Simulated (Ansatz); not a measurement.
Frontier orbitals of AlH4NOSi (`O[SiH]1[NH][AlH]1`).

```
atom   x (Å)   y (Å)   z (Å)
  O1   1.492   1.024  -0.804
 Si2   0.013   0.307  -0.631
  N3  -0.079  -0.960   0.555
 Al4  -1.199   0.208   1.318
  H5   1.811   1.114  -1.704
  H6  -0.404  -0.063  -2.019
  H7   0.383  -1.857   0.613
  H8  -2.016   0.227   2.673
```

Total charge 0; spin multiplicity 1. The geometry is a stationary point of PBE0-D4/def2-TZVP. It is one conformer, not always the lowest. Basis def2-TZVPP, Ansatz 0.2.0.

| functional | HOMO (eV) | LUMO (eV) | gap (eV) |
| --- | --- | --- | --- |
| PBE | -5.25 | -1.78 | 3.47 |
| PBE0 | -6.26 | -1.02 | 5.24 |
| B3LYP | -6.09 | -1.20 | 4.89 |
| r2SCANh | -5.81 | -1.25 | 4.56 |
| r2SCAN0 | -6.38 | -0.87 | 5.51 |
| HSE06 (plane-wave form) | -5.87 | -1.39 | 4.48 |
| ωB97X-V | -8.43 | 0.89 | 9.32 |
| ωB97M-V | -8.22 | 0.64 | 8.86 |

A quarter of exact exchange (PBE0) shifts PBE's HOMO by −1.01 eV and its LUMO by +0.75 eV; full exchange at long range (ωB97M-V) shifts them by −2.96 and +2.42 eV. The gap opens from 3.48 to 8.86 eV, since occupied levels lose self-interaction and empty ones feel all the electrons. A positive LUMO is unbound and depends on the basis.

B3LYP here is the variant with VWN-RPA as its local correlation; programs differ in this.
